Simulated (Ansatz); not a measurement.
Reaction (redistribution): `C#[C][SnH]([Cl])[Cl]` + `C[S][AlH][F]` → `C[S][SnH]([Cl])[Cl]` + `C#[C][AlH][F]`

Calculated with Ansatz (gas phase, PBE0-D4/def2-TZVP geometries, no zero-point term in ΔE). CCSD(T)/CBS adds triple-zeta CCSD(T) − MP2 to the extrapolated MP2 energy (def2 sets, frozen cores). This one scheme is used for every species. DFT in def2-TZVPP. HSE06 is defined as in plane-wave codes. def2 core potentials past Kr. For Sn outer-core shells are correlated without core-valence functions, which leaves a few kJ/mol of doubt a bond. One conformer a species, not always the lowest.

| level | ΔE (kJ/mol) | difference from CCSD(T)/CBS |
| --- | --- | --- |
| LDA (SPW92) | -9.7 | -0.2 |
| BLYP-D4 | -19.9 | -10.4 |
| PBE | -10.5 | -1.0 |
| BLYP | -14.3 | -4.8 |
| r2SCANh | -11.2 | -1.7 |
| r2SCAN0 | -9.6 | -0.1 |
| HSE06 | -8.0 | 1.5 |
| HF/def2-SVP | -11.5 | -2.0 |
| CCSD(T)/def2-SVP | -7.7 | 1.8 |
| CCSD/CBS(def2) | -9.0 | 0.5 |
| CCSD(T)/CBS | -9.5 | 0 |

Largest T1 diagnostic among the species: 0.013.

From BLYP to BHLYP (50 % exact exchange), in def2-TZVPP and without D4, ΔE moves by +5.2 kJ/mol. Leaving LDA and LC-ωPBE aside and taking each functional with its dispersion term where it has one, the values, not all of them listed here, spread over 15.0 kJ/mol, from BLYP-D4 to PBE-QIDH. The D4 term adds −4.8 kJ/mol with B3LYP and −2.8 kJ/mol with PBE0; it sums over pairs of atoms, weighted by their polarisabilities, and B3LYP, whose exchange is more repulsive, gets the larger term.

B3LYP here is the variant with VWN-RPA as its local correlation; programs differ in this.
